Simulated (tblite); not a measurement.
Species: C6H10GeO.
Numbering: `[CH2:1]=[C:2]=[C:3]([CH2:4][CH3:5])[GeH2:6][CH:7]=[O:8]` (hydrogens: H9, H10 on C1; H11, H12 on C4; H13, H14, H15 on C5; H16, H17 on Ge6; H18 on C7)

Computed with GFN2-xTB (tblite), gas phase: L-BFGS steps from a force-field or distance-geometry start until the largest atomic force falls under 0.01 eV/Å.

Step 69: E = -648.0074 eV
```
atom  x, y, z in Å  |  force x, y, z in eV/Å
C1      0.6091    2.6127   -0.8542   -0.004  -0.002   0.009
C2      0.2030    1.3874   -0.7306    0.024  -0.008   0.008
C3     -0.1364    0.1431   -0.5903   -0.038  -0.008  -0.013
C4     -1.5506   -0.3611   -0.7266   -0.005   0.004  -0.016
C5     -2.1174   -0.7743    0.6293    0.018   0.020  -0.041
Ge6     1.2919   -1.1509   -0.1450    0.019   0.003   0.043
C7      2.3528   -0.4561    1.4032    0.006  -0.014  -0.021
O8      2.5185   -1.0263    2.4436   -0.021  -0.001  -0.021
H9      0.9305    3.0154   -1.8009   -0.007   0.003  -0.014
H10     0.6233    3.2878   -0.0139   -0.012   0.037   0.007
H11    -2.1754    0.4200   -1.1670    0.006  -0.023   0.003
H12    -1.5533   -1.2220   -1.4026    0.005   0.001   0.039
H13    -3.0917   -1.2431    0.5103    0.004   0.010  -0.010
H14    -1.4482   -1.4828    1.1181    0.002  -0.011   0.008
H15    -2.2273    0.0954    1.2726    0.019   0.007   0.018
H16     2.2346   -1.2666   -1.3194    0.002   0.003   0.003
H17     0.7356   -2.5259    0.1162   -0.001  -0.003  -0.003
H18     2.7921    0.5536    1.2457   -0.016  -0.017   0.000
```

Step 70: E = -648.0078 eV
```
atom  x, y, z in Å  |  force x, y, z in eV/Å
C1      0.6041    2.6149   -0.8530    0.001  -0.004   0.010
C2      0.1993    1.3893   -0.7294    0.031  -0.022   0.008
C3     -0.1366    0.1437   -0.5921   -0.017  -0.015  -0.022
C4     -1.5490   -0.3647   -0.7287   -0.004   0.011  -0.011
C5     -2.1150   -0.7700    0.6295    0.012   0.016  -0.044
Ge6     1.2930   -1.1515   -0.1471    0.009   0.007   0.039
C7      2.3519   -0.4595    1.4048    0.010  -0.015  -0.032
O8      2.5146   -1.0306    2.4450   -0.025  -0.013  -0.010
H9      0.9224    3.0180   -1.8006   -0.004   0.005  -0.017
H10     0.6227    3.2895   -0.0125   -0.021   0.039   0.010
H11    -2.1754    0.4130   -1.1724    0.005  -0.021  -0.005
H12    -1.5491   -1.2290   -1.4008    0.003   0.008   0.049
H13    -3.0896   -1.2373    0.5146   -0.020   0.002  -0.014
H14    -1.4480   -1.4763    1.1221    0.030  -0.039   0.015
H15    -2.2213    0.1021    1.2691    0.009   0.032   0.023
H16     2.2389   -1.2668   -1.3204   -0.007   0.005   0.012
H17     0.7334   -2.5273    0.1107    0.007   0.013  -0.005
H18     2.7949    0.5486    1.2494   -0.018  -0.008  -0.008
```

Step 71: E = -648.0082 eV
```
atom  x, y, z in Å  |  force x, y, z in eV/Å
C1      0.6004    2.6171   -0.8518    0.005  -0.003   0.011
C2      0.1964    1.3910   -0.7286    0.033  -0.023   0.006
C3     -0.1372    0.1444   -0.5940    0.014  -0.017  -0.025
C4     -1.5476   -0.3682   -0.7302    0.002   0.011   0.003
C5     -2.1129   -0.7653    0.6302    0.006   0.006  -0.006
Ge6     1.2944   -1.1515   -0.1492   -0.006   0.007   0.017
C7      2.3511   -0.4635    1.4056    0.011  -0.019  -0.021
O8      2.5087   -1.0353    2.4462   -0.026  -0.013  -0.013
H9      0.9157    3.0213   -1.8002   -0.004   0.001  -0.008
H10     0.6225    3.2911   -0.0104   -0.027   0.031   0.001
H11    -2.1756    0.4051   -1.1787    0.001  -0.017  -0.012
H12    -1.5443   -1.2370   -1.3963    0.001   0.009   0.047
H13    -3.0869   -1.2351    0.5177   -0.015   0.006  -0.008
H14    -1.4453   -1.4676    1.1296    0.018  -0.026  -0.006
H15    -2.2204    0.1108    1.2653    0.007   0.016   0.004
H16     2.2429   -1.2659   -1.3219   -0.015   0.008   0.023
H17     0.7314   -2.5282    0.1026    0.014   0.025  -0.004
H18     2.7979    0.5431    1.2523   -0.017  -0.004  -0.011
```

Step 72: E = -648.0086 eV
```
atom  x, y, z in Å  |  force x, y, z in eV/Å
C1      0.5973    2.6195   -0.8512    0.008   0.000   0.009
C2      0.1954    1.3925   -0.7272    0.032  -0.016   0.004
C3     -0.1371    0.1453   -0.5952    0.048  -0.011  -0.020
C4     -1.5460   -0.3697   -0.7311    0.010   0.009   0.016
C5     -2.1107   -0.7632    0.6298   -0.006  -0.003   0.030
Ge6     1.2950   -1.1515   -0.1487   -0.020   0.001  -0.018
C7      2.3511   -0.4659    1.4059    0.002  -0.016  -0.012
O8      2.5061   -1.0379    2.4467   -0.020  -0.018  -0.003
H9      0.9093    3.0238   -1.8013   -0.005  -0.006   0.009
H10     0.6222    3.2944   -0.0100   -0.033   0.018  -0.012
H11    -2.1754    0.4000   -1.1824   -0.006  -0.004  -0.020
H12    -1.5401   -1.2413   -1.3925   -0.002  -0.002   0.029
H13    -3.0871   -1.2285    0.5188   -0.015   0.004  -0.007
H14    -1.4463   -1.4684    1.1302    0.015  -0.019  -0.017
H15    -2.2137    0.1133    1.2654    0.006   0.017  -0.004
H16     2.2448   -1.2684   -1.3212   -0.022   0.013   0.030
H17     0.7286   -2.5282    0.0986    0.018   0.031   0.001
H18     2.7976    0.5406    1.2539   -0.010   0.004  -0.014
```

Problem. Estimate the geometry and energy of step 73. (The exact step hangs on the optimiser's Hessian estimate; all steps are aligned on step 72, rigid shifts and turns removed.)

Solution. E = -648.0090 eV, largest force 0.065 eV/Å
```
atom  x, y, z in Å  |  force x, y, z in eV/Å
C1      0.5936    2.6217   -0.8506    0.009   0.002   0.006
C2      0.1946    1.3935   -0.7272    0.030  -0.006   0.002
C3     -0.1363    0.1455   -0.5981    0.064  -0.002  -0.012
C4     -1.5442   -0.3717   -0.7321    0.015   0.004   0.026
C5     -2.1083   -0.7599    0.6302   -0.012  -0.007   0.055
Ge6     1.2958   -1.1514   -0.1493   -0.025  -0.004  -0.044
C7      2.3510   -0.4696    1.4060   -0.009  -0.011   0.003
O8      2.5016   -1.0424    2.4470   -0.012  -0.016  -0.003
H9      0.9024    3.0276   -1.8016   -0.006  -0.012   0.023
H10     0.6199    3.2965   -0.0087   -0.037   0.004  -0.025
H11    -2.1753    0.3937   -1.1874   -0.007   0.004  -0.022
H12    -1.5363   -1.2471   -1.3875   -0.003  -0.012   0.012
H13    -3.0867   -1.2219    0.5207   -0.009   0.004  -0.003
H14    -1.4461   -1.4665    1.1329    0.004  -0.004  -0.031
H15    -2.2082    0.1187    1.2641    0.007   0.009  -0.010
H16     2.2481   -1.2693   -1.3201   -0.025   0.015   0.030
H17     0.7271   -2.5278    0.0939    0.017   0.030   0.005
H18     2.7985    0.5366    1.2559   -0.003   0.003  -0.013
```

The energy changes by -0.0004 eV. The first-order estimate −F·Δx gives -0.0005 eV and the mean of the old and new forces, exact on a quadratic surface, -0.0004 eV. The step makes an angle of 79° with the force vector and moves no atom by more than 0.009 Å.

What follows is the cost of the whole relaxation. On one thread, Intel Xeon at 2.70 GHz (x86_64), no GPU, on a shared host, this took 2.4 s of wall time.
